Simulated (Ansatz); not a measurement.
Consider the ligand exchange at a B–C bond: `CC([SiH3])BCl` + `CCNC` → `CCN(C)BCl` + `CC[SiH3]`.

Gas-phase electronic energies from Ansatz, PBE0-D4/def2-TZVP geometries. CBS: MP2 limit from def2 TZ/QZ plus the TZ coupled-cluster correction, frozen cores. DFT in def2-TZVPP. B3LYP here is the variant with VWN-RPA as its local correlation; programs differ in this. Each species was taken in one conformer, which may not be the lowest.

| level | ΔE (kJ/mol) |
| --- | --- |
| PBE0-D4 | -127.1 |
| ωB97M-V | -128.8 |
| PBE0 | -126.2 |
| B3LYP | -131.3 |
| HF/def2-TZVPP | -127.4 |
| CCSD(T)/def2-TZVPP | -131.4 |
| HF/CBS(def2) | -127.3 |
| CCSD/CBS(def2) | -129.4 |

What does CCSD(T)/CBS give? (Best estimate.)

Ansatz gave: -130.2 kJ/mol. The listed levels differ from it by 3.1, 1.4, 4.0, -1.1, 2.8, -1.2, 2.9, 0.8 kJ/mol.

Largest T1 diagnostic among the species: 0.011.

In def2-TZVPP, CCSD(T) changes the Hartree–Fock value by −4.0 kJ/mol (the triples alone add −0.9 kJ/mol) and MP2 by −5.3 kJ/mol.
